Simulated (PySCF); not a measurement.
A database entry of computed molecular properties. Lists by class give the value and the number of equivalent atoms.

```json
{
 "formula": "H4O4Si",
 "smiles": "O[Si](O)(O)O",
 "charge": 0,
 "multiplicity": 1,
 "geometry_level": "PBE0-D3(BJ)/def2-SVP",
 "electronic_structure_code": "PySCF",
 "results": {
  "PBE0-D3(BJ)/def2-SVP geometry optimisation, gas phase": {
   "point_group": "S4",
   "rotational_constants_GHz": [4.084, 4.077, 3.613]
  },
  "PBE0/def2-SVPD ground state, ΔSCF and vertical TDDFT (core frozen in the response)": {
   "dipole_D": 0.0,
   "homo_eV": -9.31,
   "lumo_eV": -0.29,
   "S1_eV": 7.71,
   "strongest_line_of_10_singlets_degenerate_states_summed_eV": 9.19,
   "T1_tda_eV": 7.47,
   "polarisability_au": 39.5,
   "vertical_ip_eV": 11.51,
   "r2_bohr2_about_centre_of_nuclear_charge": 457.4,
   "singlets_eV_and_f": [
    [7.71, 0.011],
    [7.72, 0.012],
    [8.52, 0.004],
    [8.52, 0.139],
    [9.0, 0.011],
    [9.13, 0.0],
    [9.17, 0.001],
    [9.19, 0.078],
    [9.19, 0.08],
    [9.3, 0.002]
   ],
   "triplets_tda_eV": [7.47, 7.48, 8.11, 8.16]
  },
  "delta-SCF UKS SCAN, pcX-2 on the ionised atom, pcseg-1 elsewhere, spin-free X2C; 2p3/2 from a spin–orbit splitting computed afterwards within the 2p shell": {
   "core_binding_eV": [
    ["Si2p3/2", 108.71, 1],
    ["O1s", 538.98, 4],
    ["Si1s", 1849.02, 1]
   ]
  }
 }
}
```

The rotational constants are those of an oblate symmetric top; the small spread among constants that symmetry makes equal is optimisation noise. No computed singlet falls in the visible range (750 to 380 nm, 1.65 to 3.26 eV); S1 lies 4.45 eV above its blue end. The polarisability is 5.85 Å³ as a volume (1 au = 0.148185 Å³), or 0.79 au for each of the 50 electrons.

Conformer computed: `[OH:1][Si:2]([OH:3])([OH:4])[OH:5]`: H–O1–Si2–O3 34°, H–O3–Si2–O1 -157°, H–O4–Si2–O1 -33°, H–O5–Si2–O1 -85°.
